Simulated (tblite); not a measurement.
C4H11BS.
Bonds: C1–B2, B2–S3, S3–C4, C4–C5, C5–C6. Hydrogens: H7, H8, H9 on C1; H10 on B2; H11, H12 on C4; H13, H14 on C5; H15, H16, H17 on C6.

Computed with GFN2-xTB (tblite), gas phase: L-BFGS steps from a force-field or distance-geometry start until the largest atomic force falls under 0.01 eV/Å.

The end geometry, which sets the zero of energy:
```
atom  x, y, z in Å
C1      2.3704    0.2634    0.2040
B2      2.0677   -1.2339   -0.1850
S3      0.5450   -1.8652   -0.8001
C4     -0.6350   -0.4578   -0.8834
C5     -1.2235   -0.1256    0.4787
C6     -2.2558    0.9913    0.3718
H7      3.3383    0.5713   -0.1894
H8      2.4497    0.3503    1.2884
H9      1.6340    0.9940   -0.1230
H10     2.9001   -2.0508   -0.0733
H11    -1.4171   -0.7857   -1.5675
H12    -0.1208    0.3976   -1.3189
H13    -1.6916   -1.0222    0.8898
H14    -0.4252    0.1746    1.1606
H15    -1.8018    1.8974   -0.0237
H16    -3.0675    0.6981   -0.2899
H17    -2.6737    1.2152    1.3500
```

Question: These geometries come from the run, each turned onto the end geometry. Order them by energy, lowest first.
A.
```
atom  x, y, z in Å
C1      2.3083    0.2439    0.3466
B2      2.0354   -1.2500   -0.0971
S3      0.6122   -1.7838   -0.9775
C4     -0.6322   -0.4115   -0.9049
C5     -1.2569   -0.2234    0.4639
C6     -2.1962    0.9627    0.3208
H7      3.1503    0.5790   -0.2418
H8      2.5930    0.4002    1.3761
H9      1.4913    0.9025    0.1070
H10     2.9548   -1.9734   -0.0997
H11    -1.4372   -0.5794   -1.6210
H12    -0.1241    0.5064   -1.1770
H13    -1.7866   -1.1165    0.7820
H14    -0.4781   -0.0012    1.1877
H15    -1.9801    1.4773   -0.5999
H16    -3.2221    0.6296    0.2937
H17    -2.0385    1.6496    1.1305
```
B.
```
atom  x, y, z in Å
C1      2.3650    0.2567    0.2952
B2      2.0543   -1.2195   -0.1658
S3      0.5736   -1.8377   -0.8897
C4     -0.6498   -0.4551   -0.9415
C5     -1.2092   -0.1213    0.4307
C6     -2.2497    0.9883    0.3592
H7      3.2789    0.6079   -0.1887
H8      2.5741    0.2892    1.3654
H9      1.5805    0.9862    0.1085
H10     2.8751   -2.0503   -0.0781
H11    -1.4438   -0.8240   -1.5899
H12    -0.1805    0.4123   -1.4118
H13    -1.6646   -1.0122    0.8618
H14    -0.4034    0.1901    1.0937
H15    -1.8865    1.8121   -0.2560
H16    -3.1832    0.6229   -0.0671
H17    -2.4377    1.3664    1.3633
```
C.
```
atom  x, y, z in Å
C1      2.3698    0.2546    0.2872
B2      2.0544   -1.2208   -0.1742
S3      0.5612   -1.8321   -0.8764
C4     -0.6646   -0.4630   -0.9413
C5     -1.1953   -0.1072    0.4404
C6     -2.2517    0.9915    0.3633
H7      3.2889    0.6030   -0.1838
H8      2.5668    0.2695    1.3601
H9      1.5995    0.9936    0.0811
H10     2.8777   -2.0489   -0.0672
H11    -1.4694   -0.8383   -1.5749
H12    -0.2019    0.3932   -1.4307
H13    -1.6243   -1.0032    0.8958
H14    -0.3685    0.2200    1.0753
H15    -1.8659    1.8591   -0.1678
H16    -3.1371    0.6391   -0.1609
H17    -2.5463    1.3018    1.3631
```
D.
```
atom  x, y, z in Å
C1      2.3490    0.2525    0.3191
B2      2.0691   -1.2229   -0.1529
S3      0.5750   -1.8429   -0.8499
C4     -0.6407   -0.4556   -0.9542
C5     -1.2429   -0.1398    0.4049
C6     -2.2548    1.0028    0.3725
H7      3.2387    0.6052   -0.2014
H8      2.5914    0.2942    1.3836
H9      1.5577    0.9739    0.1274
H10     2.9230   -2.0248   -0.0994
H11    -1.3753   -0.8085   -1.6789
H12    -0.1140    0.4008   -1.3726
H13    -1.7204   -1.0407    0.7908
H14    -0.4280    0.1313    1.0769
H15    -1.9817    1.7546   -0.3673
H16    -3.2529    0.6406    0.1472
H17    -2.2999    1.4912    1.3433
```
E.
```
atom  x, y, z in Å
C1      2.3090    0.2719    0.3083
B2      2.0508   -1.2235   -0.1643
S3      0.5900   -1.8207   -0.9446
C4     -0.5988   -0.4192   -0.9090
C5     -1.2441   -0.2039    0.4581
C6     -2.2151    0.9852    0.3452
H7      3.1824    0.6282   -0.2411
H8      2.5673    0.3311    1.3665
H9      1.4843    0.9657    0.1423
H10     2.8986   -2.0328   -0.0734
H11    -1.3490   -0.6845   -1.6527
H12    -0.0769    0.4828   -1.2297
H13    -1.7657   -1.1157    0.7623
H14    -0.4652   -0.0174    1.2062
H15    -2.0189    1.5312   -0.5742
H16    -3.2511    0.6558    0.3155
H17    -2.1042    1.6780    1.1735
```

Answer: C (0.014 eV), B (0.029 eV), D (0.070 eV), E (0.128 eV), A (0.287 eV).

In the order of the answer:

| step | E above end (eV) | largest force (eV/Å) | rms force component (eV/Å) | rms distance from end (Å) | rms bond change (Å) | bond most changed (Å) |
| --- | --- | --- | --- | --- | --- | --- |
| 43 | 0.014 | 0.06 | 0.020 | 0.111 | 0.001 | C4–C5 +0.002 |
| 37 | 0.029 | 0.21 | 0.060 | 0.143 | 0.003 | S3–C4 +0.008 |
| 30 | 0.070 | 0.19 | 0.061 | 0.217 | 0.003 | S3–C4 +0.009 |
| 9 | 0.128 | 0.28 | 0.086 | 0.322 | 0.005 | C5–C6 +0.015 |
| 3 | 0.287 | 0.58 | 0.227 | 0.339 | 0.008 | S3–C4 +0.015 |

The cost below is that of the whole relaxation. Time: 0.48 s wall. Hardware: one thread of an Arm Neoverse V1, on a shared host.
